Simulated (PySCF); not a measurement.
**Spin-rotation constants: SMILES C=C[SiH2][NH2+]C, [C3H10NSi]+, charge +1**

Geometry (Å), atoms numbered from 1 in this order:
```xyz
15

C    -2.5087   -0.1451   -0.5607
C    -1.7499   -1.0247    0.0892
Si   -0.2445   -0.6250    1.1313
N     0.8657    0.3829   -0.0903
C     2.1825    0.7660    0.4500
H    -2.3108    0.9154   -0.5636
H    -3.3772   -0.4547   -1.1193
H    -2.0481   -2.0664    0.0562
H     0.6372   -1.7539    1.3936
H    -0.3765    0.3664    2.1916
H     1.0074   -0.1607   -0.9435
H     0.3712    1.2292   -0.3769
H     2.7586    1.3338   -0.2789
H     2.7399   -0.1279    0.7179
H     2.0489    1.3729    1.3420
```

Total charge +1.

The calculation used PySCF 2.14.0, GIAO PBE0/def2-SVP magnetisability, rotational g tensor and spin-rotation constants, non-relativistic, gas phase. Geometry: GFN2-xTB.

For an ion the centre-of-mass motion in the field is neglected.

Q: Give the nuclear spin-rotation constants along the inertial axes (H = +C I·J) beside the isotropic shieldings.

A: Rotational constants 8.0098, 1.9947, 1.7117 GHz. A star marks the isotopologue with that one atom substituted, in its own axes.
```
atom  isotope  Caa (kHz)  Cbb (kHz)  Ccc (kHz)  mean (kHz)  σ (ppm)
  N4      14N      0.315      0.085      0.060       0.153    231.8
  H6       1H     -0.540     -0.110     -0.060      -0.236     25.1
  H7       1H      0.587     -0.210     -0.185       0.064     24.3
  H8       1H     -0.391     -0.142     -0.069      -0.201     25.3
  H9       1H     -0.702     -0.093     -0.092      -0.296     26.5
 H10       1H     -0.826     -0.207      0.036      -0.332     26.4
 H11       1H     -1.070     -0.224     -0.043      -0.446     28.6
 H12       1H     -1.002     -0.102     -0.160      -0.421     28.5
 H13       1H     -0.627     -0.056     -0.209      -0.297     28.5
 H14       1H     -0.847     -0.113     -0.125      -0.361     28.9
 H15       1H     -0.923     -0.233     -0.004      -0.387     28.9
  C1     13C*      3.354      0.567      0.441       1.454     45.3
  C2     13C*      2.859      0.465      0.392       1.239     78.6
 Si3    29Si*     -4.248     -1.069     -1.001      -2.106    413.1
  C5     13C*      0.842      0.292      0.258       0.464    167.8
```
For the geometry as given, no vibrational averaging.
